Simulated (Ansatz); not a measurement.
Gas-phase reaction in SMILES: N[SiH2]O[SiH2]N → N[SiH2]O[SiH2] + [NH2] (NH2) (the N-Si bond at the site shown breaks; other sites are not compared here)
Structures are relaxed separately at B3LYP-D3(BJ)/def2-TZVP in Ansatz (a first-principles code), one conformer each, not searched for the lowest.
Geometry of the first species:
```xyz
13

N      2.4636     0.4837     0.1119
Si     1.4059    -0.8536    -0.0272
O     -0.1418    -0.5062    -0.4425
Si    -1.6445    -0.0540     0.0332
N     -1.9018     1.6281     0.2079
H      2.8049     0.9769    -0.6975
H      2.4767     1.0666     0.9330
H      1.9330    -1.7234    -1.0962
H      1.3899    -1.5179     1.2953
H     -2.5684    -0.5355    -1.0118
H     -1.9109    -0.6608     1.3565
H     -1.5990     2.1290     1.0275
H     -1.9841     2.2383    -0.5894
```

Wanted: bond dissociation energy (electronic energy difference), in kcal/mol. Valence correlation only, unless marked. UHF or UKS for open shells. Spin-orbit coupling is left out. Non-relativistic. Basis-set limits of correlation are two-point, X^-3; Hartree-Fock from the larger set.

```
level               program  bond dissociation energy (kcal/mol)
------------------  -------  -----------------------------------
HF/aug-cc-pV(D+d)Z   Ansatz                                 81.3
```

Problem. Estimate the value at CCSD(T)/CBS(cc-pV(T+d)Z,cc-pV(Q+d)Z) as computed with Ansatz.

Solution. 115.7 kcal/mol, so HF/aug-cc-pV(D+d)Z differs from it by -34.4 kcal/mol.
